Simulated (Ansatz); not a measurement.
Input file for `CC#[N+][InH-]([CH3])[CH3]`:

```yaml
crystal:
  periodic: [false, false, false]
  atoms:
    - {symbol: C, position_ang: [0.666672, -1.719062, 2.966827]}
    - {symbol: C, position_ang: [0.545149, -0.865306, 1.807491]}
    - {symbol: N, position_ang: [0.449956, -0.187632, 0.889281]}
    - {symbol: In, position_ang: [0.212505, 1.234647, -1.089288]}
    - {symbol: C, position_ang: [0.742136, -0.313508, -2.514447]}
    - {symbol: C, position_ang: [-1.884300, 1.686695, -0.759692]}
    - {symbol: H, position_ang: [-0.296828, -1.794508, 3.472877]}
    - {symbol: H, position_ang: [0.988780, -2.715199, 2.660103]}
    - {symbol: H, position_ang: [1.401573, -1.302081, 3.656909]}
    - {symbol: H, position_ang: [1.418682, 2.393727, -0.603799]}
    - {symbol: H, position_ang: [1.741085, -0.705456, -2.313515]}
    - {symbol: H, position_ang: [0.027155, -1.138066, -2.477736]}
    - {symbol: H, position_ang: [0.738933, 0.088370, -3.530695]}
    - {symbol: H, position_ang: [-2.490838, 0.779782, -0.806473]}
    - {symbol: H, position_ang: [-2.249377, 2.374843, -1.526252]}
    - {symbol: H, position_ang: [-2.034084, 2.160053, 0.212707]}
basis:
  gaussian: {orbitals: def2-SVP}
correlation: {method: ccsd_t}
```

```sh
$ ansatz run in.yaml --threads 4 --pin off --events-out ev --progress --plain --max-ram 11315MiB
```

Output of Ansatz, abridged:

```
Functional definition: HF
1586 factors; integrals over basis functions are off by at most 1.4e-3 eV
mean field evaluation 1: about -10900.3022 eV, gradient 4.2e1 eV
mean field evaluation 2: about -10900.3184 eV, gradient 4.2e1 eV
mean field evaluation 4: about -10905.2570 eV, gradient 6.3e0 eV
mean field evaluation 8: about -10905.3822 eV, gradient 3.5e-1 eV
mean field evaluation 16: about -10905.2413 eV, gradient 6.3e0 eV
mean field -10905.38286285 eV, -400.7654282758 hartree, gradient 2.8e-6 eV, S^2 0.000000; 0 other end points of the search recorded, 0 dependent functions left out
9 core orbitals not correlated: weight in the atoms' cores, before any rotation towards them, 1.000 or more for the frozen orbitals, at most 0.000 for the correlated occupied ones
reference -10905.38286285 eV, -400.7654282758 hartree; 22, 22 occupied and 115, 115 virtual orbitals, 1586 factors
second order -22.33993294 eV of doubles, -0.00000000 eV of singles
cycle   1  -23.24738036 eV  change   -9.1e-1 eV  update   1.2e-1
cycle   2  -23.96341595 eV  change   -7.2e-1 eV  update   3.6e-2
cycle   3  -24.11453928 eV  change   -1.5e-1 eV  update   1.6e-2
cycle   4  -24.11972390 eV  change   -5.2e-3 eV  update   4.3e-3
cycle   5  -24.12250395 eV  change   -2.8e-3 eV  update   1.6e-3
cycle   6  -24.12236740 eV  change    1.4e-4 eV  update   4.3e-4
cycle   7  -24.12242832 eV  change   -6.1e-5 eV  update   1.8e-4
cycle   8  -24.12254321 eV  change   -1.1e-4 eV  update   4.9e-5
cycle   9  -24.12253938 eV  change    3.8e-6 eV  update   1.7e-5
perturbative correction -0.80634801 eV, -0.0296327428 hartree
Total energy: -10930.31175024 eV, -401.6815479899 hartree
```

Run time 11 s (4 threads of an Intel Xeon 6975P-C on a shared host); peak host memory 1.4 GiB.

MP2 recovers 89.6 % of the CCSD(T) correlation energy and the triples give 3.2 %; T1 = 0.0104.
